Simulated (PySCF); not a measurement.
A series of related compounds: `CO/C=P\COC`, C4H9O2P; `P(=C\OC)/C1CC1`, C5H9OP; SMILES C(/C)=C\P=C/OC, C5H9OP; `C=C/C(OC)=P\C1CC1`, C7H11OP.

[PySCF 2.14.0 with density-fitted response routines: geometry: PBE0-D3(BJ)/def2-SVP; σ from GIAO-B97-2/pcSseg-1; isolated molecule; a single conformation; no relativistic terms; equivalent nuclei averaged]

References, each an isolated molecule treated in the same way: H3PO4 for ³¹P (σ = 316.18 ppm).

Task: How does the ³¹P shift change along the series?

Result: 
| compound | change | δ (ppm) | HOMO–LUMO gap (eV) |
| --- | --- | --- | --- |
| CO/C=P\COC | cPr replaced by CH2OCH3 | 124.8 | 5.01 |
| CO/C=P/C1CC1 | base | 145.6 | 5.03 |
| C/C=C/P=C\OC | cPr replaced by propenyl | 106.8 | 4.51 |
| C=C/C(OC)=P\C1CC1 | H replaced by vinyl | 153.7 | 4.13 |
